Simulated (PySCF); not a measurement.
**Correlation energy of Nd²⁺ (neodymium, charge +2)**

[Xe] 4f3 5d1, one real determinant (an excited configuration). All numbers are calculated (PySCF 2.14, scalar relativity by spin-free X2C-1e, in ANO-RCC-VTZP). Frozen: [Kr] 4d10; 12 electrons correlated.

| level | correlation energy (mhartree) |
| --- | --- |
| CCSD | -316.67 |
| (T) | -12.65 |
| CCSD(T) | -329.32 |

Diagnostics: T1 = 0.0090, D1 = 0.0215, largest double amplitude 0.155.

The real determinant used has ⟨L²⟩ near 40 against 72 for a pure L term, so it mixes terms. Spin-orbit coupling, absent here, splits the open shell strongly. A double-excitation amplitude exceeds 0.15, a sign of near-degeneracy.

Cost of the coupled-cluster step: about 40 core-seconds, for 12 correlated electrons.

Iterations:

```
CC2 = 0
CCSD nocc = (np.int64(8), np.int64(4)), nmo = (81, 81)
frozen orbitals [[0, 1, 2, 3, 4, 5, 6, 7, 8, 9, 10, 11, 12, 13, 14, 15, 16, 17, 18, 19, 20, 21, 22], [0, 1, 2, 3, 4, 5, 6, 7, 8, 9, 10, 11, 12, 13, 14, 15, 16, 17, 18, 19, 20, 21, 22]]
max_cycle = 100
direct = 0
conv_tol = 1e-08
conv_tol_normt = 1e-06
diis_space = 8
diis_start_cycle = 0
Init t2, MP2 energy = -0.294092399833959
Init E_corr(UCCSD) = -0.294092399836118
cycle = 1  E_corr(UCCSD) = -0.304356878871323  dE = -0.010264479  norm(t1,t2) = 0.0463882
cycle = 2  E_corr(UCCSD) = -0.31005692327281  dE = -0.0057000444  norm(t1,t2) = 0.0193109
cycle = 3  E_corr(UCCSD) = -0.312692784780037  dE = -0.00263586151  norm(t1,t2) = 0.0137417
cycle = 4  E_corr(UCCSD) = -0.313592385008992  dE = -0.000899600229  norm(t1,t2) = 0.0107306
cycle = 5  E_corr(UCCSD) = -0.314940101837052  dE = -0.00134771683  norm(t1,t2) = 0.00896062
cycle = 6  E_corr(UCCSD) = -0.316169703046347  dE = -0.00122960121  norm(t1,t2) = 0.00485088
cycle = 7  E_corr(UCCSD) = -0.31640370516114  dE = -0.000234002115  norm(t1,t2) = 0.0025765
cycle = 8  E_corr(UCCSD) = -0.316475320840308  dE = -7.16156792e-05  norm(t1,t2) = 0.00184067
cycle = 9  E_corr(UCCSD) = -0.316632499091119  dE = -0.000157178251  norm(t1,t2) = 0.00119485
cycle = 10  E_corr(UCCSD) = -0.316664722433268  dE = -3.22233421e-05  norm(t1,t2) = 0.000520816
cycle = 11  E_corr(UCCSD) = -0.316670068740499  dE = -5.34630723e-06  norm(t1,t2) = 0.000311149
cycle = 12  E_corr(UCCSD) = -0.316671575773713  dE = -1.50703321e-06  norm(t1,t2) = 0.000217046
cycle = 13  E_corr(UCCSD) = -0.316672339334829  dE = -7.63561117e-07  norm(t1,t2) = 0.000152072
cycle = 14  E_corr(UCCSD) = -0.316674950779295  dE = -2.61144447e-06  norm(t1,t2) = 8.71492e-05
cycle = 15  E_corr(UCCSD) = -0.316675918013332  dE = -9.67234037e-07  norm(t1,t2) = 4.78514e-05
cycle = 16  E_corr(UCCSD) = -0.316674880866081  dE = 1.03714725e-06  norm(t1,t2) = 3.47761e-05
cycle = 17  E_corr(UCCSD) = -0.316673208695701  dE = 1.67217038e-06  norm(t1,t2) = 2.48019e-05
cycle = 18  E_corr(UCCSD) = -0.316671351839323  dE = 1.85685638e-06  norm(t1,t2) = 1.66004e-05
cycle = 19  E_corr(UCCSD) = -0.316670222690143  dE = 1.12914918e-06  norm(t1,t2) = 1.08065e-05
cycle = 20  E_corr(UCCSD) = -0.316669656090035  dE = 5.66600108e-07  norm(t1,t2) = 7.74563e-06
cycle = 21  E_corr(UCCSD) = -0.316669132350084  dE = 5.23739951e-07  norm(t1,t2) = 5.23319e-06
cycle = 22  E_corr(UCCSD) = -0.316668859118764  dE = 2.7323132e-07  norm(t1,t2) = 3.26389e-06
cycle = 23  E_corr(UCCSD) = -0.316668670244444  dE = 1.8887432e-07  norm(t1,t2) = 1.96281e-06
cycle = 24  E_corr(UCCSD) = -0.31666857128817  dE = 9.89562738e-08  norm(t1,t2) = 1.27394e-06
cycle = 25  E_corr(UCCSD) = -0.316668483467186  dE = 8.78209838e-08  norm(t1,t2) = 8.5147e-07
cycle = 26  E_corr(UCCSD) = -0.316668405972941  dE = 7.74942453e-08  norm(t1,t2) = 5.52377e-07
cycle = 27  E_corr(UCCSD) = -0.316668377286774  dE = 2.86861675e-08  norm(t1,t2) = 3.06071e-07
cycle = 28  E_corr(UCCSD) = -0.316668374362013  dE = 2.92476093e-09  norm(t1,t2) = 1.75362e-07
UCCSD converged
E(UCCSD) = -9618.972645701739  E_corr = -0.3166683743620126
UCCSD(T) correction = -0.0126469756622596
```

The reference is one real determinant that mixes LS terms of this configuration.
